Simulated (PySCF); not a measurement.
Compounds:

A. `FC(F)(F)Oc1ccccc1`
B. `C=C/C=N\N=C(/C=C)CC`
C. SMILES Cc1ccc(C(C)C)nn1
D. SMILES CCn1nccc1C1CC1

Spectrum 1. ¹H NMR (300 MHz, computed): δ 7.39 (m, 1H), 5.65 (m, 1H), 4.36 (q, 2H), 1.66 (m, 1H), 1.38 (t, 3H), 1.11 (m, 2H), 0.68 (m, 2H). ¹³C{¹H} NMR (computed): δ 149.2 (C), 141.5 (CH), 103.3 (CH), 47.3 (CH2), 18.9 (CH3), 14.6 (CH2), 9.8 (CH).

Spectrum 2. ¹H NMR (300 MHz, computed): δ 7.31 (m, 1H), 7.17 (m, 1H), 2.94 (s, 3H), 2.78 (sept, 1H), 1.56 (d, 6H). ¹³C{¹H} NMR (computed): δ 172.1 (C), 160.5 (C), 130.4 (CH), 129.8 (CH), 41.2 (CH), 26.1 (CH3), 24.9 (CH3).

Spectrum 3. ¹H NMR (300 MHz, computed): δ 6.52 (m, 1H), 6.37 (m, 1H), 6.30 (m, 1H), 6.01 (m, 1H), 5.90 (m, 1H), 5.52 (m, 1H), 5.50 (m, 1H), 2.41 (q, 2H), 1.15 (t, 3H). ¹³C{¹H} NMR (computed): δ 135.1 (CH), 134.7 (CH), 133.1 (CH2), 132.0 (C), 125.3 (CH2), 123.9 (CH), 37.1 (CH2), 15.8 (CH3).

Spectrum 4. ¹H NMR (300 MHz, computed): δ 7.75 (m, 2H), 7.58 (m, 2H), 7.52 (t, 1H). ¹³C{¹H} NMR (computed): δ 158.3 (C), 135.5 (CH), 130.5 (CH), 130.1 (C), 122.6 (CH).

Method: PBE0/pcSseg-1 with gauge-including orbitals, geometry from GFN2-xTB, in PySCF 2.14 (one computed conformer, in vacuum, non-relativistic Hamiltonian, equivalent nuclei averaged).

Shifts are taken against calculated references (same method and geometry level): ¹H (31.72 ppm) and ¹³C (186.93 ppm) vs TMS. Splittings of carbon signals by F and P are missing where no couplings were computed. Where no couplings were computed, multiplicities follow the n + 1 count of equivalent neighbours, and m marks all less simple cases (inequivalent or close neighbours, rings, F or P nearby). Shifts are as computed. Against solution values, carbons near 30 ppm lie about +3 ppm off and those near 130 ppm about +5 ppm. Of 1211 compounds with measured shifts, 218 miss one by over three times the rms of a fit or turn the order of signals round; such compounds aren't used in these exercises.

Match each spectrum to its structure.

## Answers

1–D, 2–C, 3–B, 4–A.

- Spectrum 1 (D): 7 ¹³C signals; δC 141.5 is an aromatic CH next to a ring nitrogen; δC 47.3 is an sp3 CH2 bonded to N.
- Spectrum 2 (C): 7 ¹³C signals; δC 130.4 is an aromatic CH; δC 129.8 is an aromatic CH.
- Spectrum 3 (B): 8 ¹³C signals; δC 135.1 is an alkene CH; δC 134.7 is an alkene CH.
- Spectrum 4 (A): 5 ¹³C signals; δC 158.3 is an aromatic carbon bearing oxygen; δC 135.5 is an aromatic CH.
